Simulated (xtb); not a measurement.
C2H6Be (SMILES [CH3][Be][CH3]), singlet, geometry from GFN2-xTB (such geometries of metal compounds can be far from the true shape), atoms displaced at random by about 0.05 Å a coordinate. Base run: GFN2-xTB (xtb).

Here is a job for xtb.
```
$ xtb mol.xyz --gfn 2 --opt --json

# file mol.xyz
9

Be    -0.02608810     0.02219130    -0.01626172
C      1.33990166     0.17279292    -1.15468319
H      2.11003856    -0.64484801    -1.05923432
H      1.91867478     1.07199634    -1.00862889
H      1.01120535     0.17958363    -2.18383572
C     -1.28320173    -0.18529709     1.00692195
H     -1.94666353    -1.08469081     0.86435129
H     -2.08932295     0.54592769     0.91328464
H     -1.04676124    -0.27754568     2.12798914
```

Variants of this job, named by their change:

| change | ΔE vs base (kJ/mol) | optimiser steps |
|---|---|---|
| base | 0.00 | 6 |
| opt level = tight | 0.00 | 7 |
| opt level = sloppy | 0.04 | 4 |
| alpb = toluene | -43.5 | 6 |
| engine = lbfgs | -0.01 | - |
| alpb = dmf | -46.0 | 6 |
| opt level = lax | 0.00 | 5 |
| opt level = extreme | 0.00 | 11 |
| opt level = loose | 0.00 | 5 |
| engine = inertial | 0.02 | - |
